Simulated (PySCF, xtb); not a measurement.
B(Br)(OH)2 (BBrH2O2), SMILES OB(O)Br.

GFN2-xTB in xtb at its own geometry gives an orbital gap of 6.18 eV and a dipole moment of 5.49 D.

Geometry: PBE0-D3(BJ)/def2-SVP. The values are those of a single conformer.

**Question.** What does B3LYP/def2-TZVPD (PySCF) give? (The exact figures need the calculation; the answer reports its results.)

**Answer.** gap 7.52 eV (levels -8.20 and -0.67 eV), dipole 1.96 D.
